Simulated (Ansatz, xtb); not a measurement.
**Two structures of H3PSi3**

Structure X is a singlet given by its coordinates and structure Y is a singlet given by its coordinates. Both are isolated molecules in the gas phase, relaxed with B3LYP-D3(BJ)/def2-SVP.

X (Å):

```json
{"atom": "P", "x (Å)": "-3.8129", "y (Å)": "-1.4694", "z (Å)": "-0.0710"}
{"atom": "Si", "x (Å)": "-0.4422", "y (Å)": "0.0145", "z (Å)": "0.9842"}
{"atom": "Si", "x (Å)": "-2.7864", "y (Å)": "0.0456", "z (Å)": "1.0494"}
{"atom": "Si", "x (Å)": "-5.0667", "y (Å)": "0.0153", "z (Å)": "1.0675"}
{"atom": "H", "x (Å)": "0.1485", "y (Å)": "1.1161", "z (Å)": "1.7955"}
{"atom": "H", "x (Å)": "-0.0262", "y (Å)": "0.1627", "z (Å)": "-0.4396"}
{"atom": "H", "x (Å)": "0.0078", "y (Å)": "-1.3008", "z (Å)": "1.5226"}
```

Close contacts (Å): P1–Si3 2.15, P1–Si4 2.25, Si2–Si3 2.35, Si3–Si4 2.28, Si2–H5 1.49, Si2–H6 1.49, Si2–H7 1.49.

Y (Å):

```xyz
7

P    -3.1867    1.0852   -0.5641
Si   -1.8865   -1.1419    1.6876
Si   -2.5659    1.2037    1.5233
Si   -1.7013   -0.5175   -0.4961
H    -3.1166   -1.9371    1.9524
H    -0.7573   -1.6364    2.5300
H    -0.3521   -0.2822   -1.1181
```

Close contacts (Å): P1–Si3 2.18, P1–Si4 2.19, Si2–Si3 2.45, Si2–Si4 2.28, Si2–H5 1.49, Si2–H6 1.49, Si4–H7 1.50.

Task: Estimate E(Y) − E(X) at the level CCSD(T)/def2-SVP + ΔMP2/def2-TZVPP.

Result: Calculated at CCSD(T)/def2-SVP + ΔMP2/def2-TZVPP: E(Y) − E(X) = −4.2 kcal/mol, so structure Y lies lower.

The same difference at several levels:

| level | geometry | E(Y) − E(X) (kcal/mol) | departure from the last row (kcal/mol) | job, with rough time for the two |
| --- | --- | --- | --- | --- |
| B3LYP-D3(BJ)/def2-SVP | B3LYP-D3(BJ)/def2-SVP | −3.0 | +1.2 | optimisation, 82 s |
| HF/def2-SVP | B3LYP-D3(BJ)/def2-SVP | +6.4 | +10.6 | part of the CCSD(T) run |
| MP2/def2-SVP | B3LYP-D3(BJ)/def2-SVP | −2.5 | +1.8 | part of the CCSD(T) run |
| CCSD(T)/def2-SVP | B3LYP-D3(BJ)/def2-SVP | −1.9 | +2.3 | single point |
| CCSD(T)/def2-SVP + ΔMP2/def2-TZVPP | B3LYP-D3(BJ)/def2-SVP | −4.2 |  | single point, 22 s |

HF/def2-SVP puts the two in the other order. The largest departure from CCSD(T)/def2-SVP + ΔMP2/def2-TZVPP is that of HF/def2-SVP, 10.6 kcal/mol. Levels run at GFN2-xTB geometries aren't shown. The last row adds to CCSD(T) the change of the MP2 difference between the two basis sets, here −2.3 kcal/mol.

With harmonic frequencies from B3LYP-D3(BJ)/def2-SVP (ideal gas, rigid rotor, one conformer each, 298.15 K, 1 atm): on the last row, ΔE + ΔZPE = −4.4, ΔH = −4.8, ΔG = −2.8 kcal/mol.

The T1 diagnostic of structure Y is large, so the coupled-cluster value is less sure. The correlated steps freeze 20 core orbitals. Mirror images aren't counted in ΔG. Run with Ansatz 0.2.0; the last row on 1 thread of Arm Neoverse V2 on a shared host.
